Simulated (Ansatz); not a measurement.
Isolated molecules relaxed with PBE0-D4/def2-TZVP in Ansatz; ΔE leaves out vibrations. CCSD(T)/CBS adds triple-zeta CCSD(T) − MP2 to the extrapolated MP2 energy (def2 sets, frozen cores). DFT in def2-TZVPP. B3LYP here is the variant with VWN-RPA as its local correlation; programs differ in this. def2 core potentials past Kr. For In outer-core shells are correlated without core-valence functions, which leaves a few kJ/mol of doubt a bond. Each species was taken in one conformer, which may not be the lowest.

Reaction (formal exchange of groups at the Si–N bond): `N[SiH](Cl)N[SiH3]` + `[CH3][InH2]` → `[SiH3][CH2][InH2]` + `N[SiH](N)Cl`

`N[SiH](Cl)N[SiH3]`:

Z-matrix (Å, degrees):
```
Si
Cl 1 2.073
N 1 1.706 2 103.8
N 1 1.698 2 116.0 3 -120.2
H 1 1.479 2 105.2 3 122.9
Si 3 1.735 1 129.9 2 15.4
H 3 1.010 1 114.8 2 -168.3
H 4 1.008 1 120.8 2 63.6
H 4 1.007 1 119.8 2 -83.2
H 6 1.484 3 111.7 1 50.6
H 6 1.487 3 106.2 1 169.7
H 6 1.485 3 112.5 1 -71.6
```

`[CH3][InH2]`:

```xyz
7

C     0.595    0.620    0.529
In   -0.686   -0.707   -0.581
H     0.791    0.241    1.532
H     1.550    0.717    0.006
H     0.153    1.615    0.597
H    -0.903   -2.350   -0.084
H    -1.501   -0.137   -1.999
```

`[SiH3][CH2][InH2]`:

```xyz
10

Si    1.040   -0.165   -1.059
C    -0.498   -0.654   -0.133
In   -0.978    0.705    1.477
H     1.377   -1.100   -2.169
H     2.209   -0.117   -0.137
H     0.882    1.197   -1.647
H    -0.362   -1.653    0.290
H    -1.344   -0.680   -0.825
H    -2.001    2.058    1.157
H    -0.326    0.409    3.047
```

`N[SiH](N)Cl`:

```xyz
9

N    -0.351   -1.255   -0.636
Si    0.511    0.078   -0.031
N    -0.616    1.246    0.463
Cl    1.715   -0.739    1.446
H     0.047   -2.178   -0.630
H    -1.055   -1.137   -1.345
H     1.456    0.783   -0.929
H    -0.333    2.205    0.584
H    -1.374    0.998    1.079
```

```tsv
level	ΔE (kcal/mol)
PBE-D4	8.9
PBE0-D4	9.4
B3LYP-D4	11.2
ωB97X-V	10.5
B2PLYP	10.6
r2SCAN	9.7
MP2/def2-TZVPP	10.5
HF/CBS(def2)	12.2
```

Problem. What does CCSD(T)/CBS give? (Best estimate.)

Solution. Computed: +9.8 kcal/mol. The listed levels differ from it by -0.9, -0.4, 1.4, 0.7, 0.8, -0.1, 0.7, 2.4 kcal/mol.

Largest T1 diagnostic among the species: 0.013.

In def2-TZVPP, CCSD(T) changes the Hartree–Fock value by −1.7 kcal/mol (the triples alone add −0.2 kcal/mol) and MP2 by −1.5 kcal/mol. The D4 term adds +0.8 kcal/mol with B3LYP and +0.5 kcal/mol with PBE0; it sums over pairs of atoms, weighted by their polarisabilities, and B3LYP, whose exchange is more repulsive, gets the larger term.
